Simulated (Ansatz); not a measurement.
Mulliken charges of `O[SiH](O)Br` from r2SCAN/def2-TZVPP in Ansatz (PBE0-D4/def2-TZVP geometry).

```tsv
atom	x (Å)	y (Å)	z (Å)	charge (e)
O1	0.104	1.558	-0.262	-0.393
Si2	0.124	0.058	0.354	0.706
O3	0.760	-0.978	-0.732	-0.394
Br4	-1.928	-0.665	0.845	-0.258
H5	-0.311	1.698	-1.115	0.209
H6	0.886	0.139	1.608	-0.082
H7	0.426	-1.876	-0.745	0.213
```

Question: By hand: the dipole of these point charges (1 e Å = 4.8032 D).

Answer: Σ q r = (0.198, -0.071, -0.100) e Å, of length 0.233 e Å = 1.12 D.

Question: How does the dipole of the full density compare? (An estimate is asked.)

Answer: Computed: (0.002, -0.162, -0.243) e Å, 1.40 D; the point charges give 0.80 times that, at 58° from its direction.

Point charges leave out the atoms' own dipoles, such as those of lone pairs, and Mulliken's split depends on the basis, so the two needn't agree.
